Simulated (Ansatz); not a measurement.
**Ligand exchange through a proton shuttle**

Start structure (Si$_{2}$H$_{9}$O$_{2}$F, closed shell), relaxed at PBE0-D4/def2-TZVP:

Si1  (0.100, 0.532, 0.219)
H2  (-0.319, -0.889, 0.051)
O3  (0.209, 1.186, -1.285)
Si4  (-0.594, 1.949, -2.482)
H5  (1.451, 0.595, 0.817)
H6  (-0.908, 1.278, 1.004)
H7  (0.176, -1.528, 2.567)
F8  (-0.040, -0.637, 2.812)
H9  (0.395, -2.860, 0.963)
O10  (0.559, -2.960, 1.907)
H11  (-1.634, 2.852, -1.921)
H12  (0.377, 2.744, -3.274)
H13  (-1.251, 0.954, -3.372)
H14  (1.481, -3.216, 1.994)
(Å)

The step: Si₂H₆O ([SiH3][O][SiH3]) + H₂O + HF → Si₂H₅OF ([F][SiH2][O][SiH3]) + H₂O + H₂; bonds formed: Si1–F8, H2–H9, H7–O10; bonds broken: Si1–H2, H7–F8, H9–O10. Ansatz 0.2.0; basis: def2-TZVPP and def2-QZVPP; cores frozen in the correlated methods. Extrapolation: Hartree–Fock as exp(−7.88 √X), correlation as X^−2.97. Energies below are by CCSD(T) at an estimated basis limit (MP2 extrapolated from triple and quadruple zeta, plus CCSD(T) − MP2 in triple zeta).

(1) What are the electronic barrier and the energy of the step, from the start structure to the end structure? (To be estimated.)

The T1 diagnostic stays at or below 0.012.

Answers

(1) Computed: Barrier 29.80 kcal/mol; step energy -26.29 kcal/mol (downhill); reverse barrier, their difference, 56.09 kcal/mol. Barrier and step energy count from the start structure, the reverse barrier from the end structure.

The saddle point: One imaginary mode of 713i cm⁻¹.
| pair | start (Å) | saddle (Å) | end (Å) |
| --- | --- | --- | --- |
| Si1–F8 | 2.85 | 1.81 | 1.61 |
| H2–H9 | 2.29 | 1.01 | 0.75 |
| H7–O10 | 1.62 | 1.03 | 0.96 |
| Si1–H2 | 1.49 | 1.66 | 4.54 |
| H7–F8 | 0.95 | 1.44 | 2.16 |
| H9–O10 | 0.96 | 1.21 | 2.56 |

Zero-point energy (harmonic, PBE0-D4): ZPE is 57.42 kcal/mol at the start and 56.40 kcal/mol at the saddle, so the barrier goes from 29.80 to 28.78 kcal/mol.

Labels in which every atom is bracketed show which atoms are joined, not bond orders.

For scale, one of the runs: CCSD(T)/def2-TZVPP, 303 basis functions, launched by `ansatz run in.yaml --threads 8 --pin off --events-out ev --progress --plain --max-ram 19148MiB`. The run took 4.7 min on 8 CPU threads of an Intel Xeon (shared host), with 10 GiB of host memory at its peak.
